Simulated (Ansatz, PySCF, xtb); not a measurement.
Breaking a bond: LiNa, singlet.

- GFN1-xTB (xtb)
- UKS-BLYP = Ansatz (an electronic-structure program) with unrestricted BLYP/cc-pVDZ
- UKS-M06-2X/6-31G* = unrestricted M06-2X/6-31G*, spherical d in PySCF
- UKS-B3LYP/3-21G = unrestricted B3LYP/3-21G in PySCF
- UMP2/6-31G* = unrestricted MP2 (frozen core)/6-31G*, spherical d run with PySCF

Energies are in kJ/mol, each relative to the lowest point of its own curve near equilibrium.

```csv
R / Å,GFN1-xTB,UKS-BLYP,UKS-M06-2X/6-31G*,UKS-B3LYP/3-21G,UMP2/6-31G*
2.33,9.4,25.9,23.4,27.7,32.6
2.48,0.6,12.3,10.4,14.3,15.7
2.63,0.0,4.3,3.2,5.7,5.0
2.75,2.9,1.0,0.6,1.8,1.5
2.83,5.9,0.1,0.0,0.4,0.3
2.93,10.7,0.0,0.3,0.0,0.0
2.99,13.9,0.5,0.9,0.3,0.3
3.07,18.5,1.6,2.2,1.3,1.2
3.26,30.7,6.1,7.0,5.9,4.6
3.40,40.3,10.6,11.7,10.8,7.9
3.65,58.0,20.1,21.1,21.4,14.2
3.91,80.2,30.7,31.3,33.6,20.2
4.36,124.1,48.5,47.5,52.8,28.3
4.85,176.9,62.5,61.5,66.1,33.6
5.34,232.1,70.5,72.0,73.6,36.4
5.82,285.2,74.7,79.6,77.5,37.9
6.39,342.4,77.1,85.8,79.9,38.8
7.18,402.6,78.4,91.4,81.4,39.3
7.83,432.8,78.8,91.0,82.0,39.5
8.89,—,79.0,90.6,82.6,39.6
```

At the longest distance, 8.89 Å, UKS-M06-2X/6-31G* lies highest above its minimum (90.6 kJ/mol) and UMP2/6-31G* lowest (39.6 kJ/mol).

A dash means that the run gave no value there, or that the column was ended at a point which the program doubted or which failed a test of continuity chosen for this set; such a test can also cut sound points.

The unrestricted determinant behind UKS-BLYP, UKS-B3LYP/3-21G is spin-contaminated at 4.36 to 8.89 Å (<S²> up to 1.0, against 0.00 for a pure singlet). The unrestricted determinant behind UKS-M06-2X/6-31G* is spin-contaminated at 2.63 to 8.89 Å (<S²> up to 1.0, against 0.00 for a pure singlet). The unrestricted determinant behind UMP2/6-31G* is spin-contaminated at 2.33 to 8.89 Å (<S²> up to 1.0, against 0.00 for a pure singlet).
